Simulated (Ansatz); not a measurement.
C3H10ClNSi, SMILES CN[C@@H](C)[SiH2]Cl.

Geometry: B3LYP-D3(BJ)/def2-SVP. The structure was generated by enumeration; whether it is a known compound was not checked. The values are those of a single conformer.

Two levels are set side by side: PBE/def2-SVPD (Ansatz, a first-principles code) and CAM-B3LYP/def2-SVPD (Ansatz). Energy differences of separate SCF runs at the same geometry; the states with an electron removed or added have multiplicity 2 and 2. Differences are taken from unrounded values.

```json
[
 {"quantity": "vertical ionisation energy (eV)", "CAM-B3LYP": "8.72"},
 {"quantity": "vertical singlet–triplet gap (eV)", "CAM-B3LYP": "5.80"}
]
```

**Question.** What does PBE give, and how far is it from CAM-B3LYP? (An estimate is asked for; the answer gives what the named calculation found.)

**Answer.** 
| quantity | PBE | PBE minus CAM-B3LYP |
|---|---|---|
| vertical ionisation energy (eV) | 8.33 | -0.40 |
| vertical singlet–triplet gap (eV) | 5.07 | -0.73 |
